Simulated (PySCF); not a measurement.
Zr(F)(SH)3 (FH3S3Zr), SMILES [SH][Zr]([SH])([F])[SH], multiplicity 1. The structure is a stationary point at B3LYP-D3(BJ)/def2-SVP. The spin state was assumed, not searched. The structure was generated by enumeration; whether it is a known compound was not checked. The def2 effective core potentials stand for the cores of Zr; spin–orbit coupling is left out. Other conformers were not sampled.

Computed equilibrium geometry at B3LYP-D3(BJ)/def2-SVP (PySCF confirms it by a frequency run) as bond lengths and angles, and its point group (one conformer of several):
point group C3.
Atoms: Zr1 F2 S3 H4 S5 H6 S7 H8. Bonded distances (Å): Zr1–F2 1.906, Zr1–S3 2.440, Zr1–S5 2.440, Zr1–S7 2.440, S3–H4 1.359, S5–H6 1.359, S7–H8 1.359. Bond angles (°): F2–Zr1–S3 112.1, F2–Zr1–S5 112.1, F2–Zr1–S7 112.1, S3–Zr1–S5 106.7, S3–Zr1–S7 106.7, S5–Zr1–S7 106.7, Zr1–S3–H4 91.2, Zr1–S5–H6 91.2, Zr1–S7–H8 91.2.
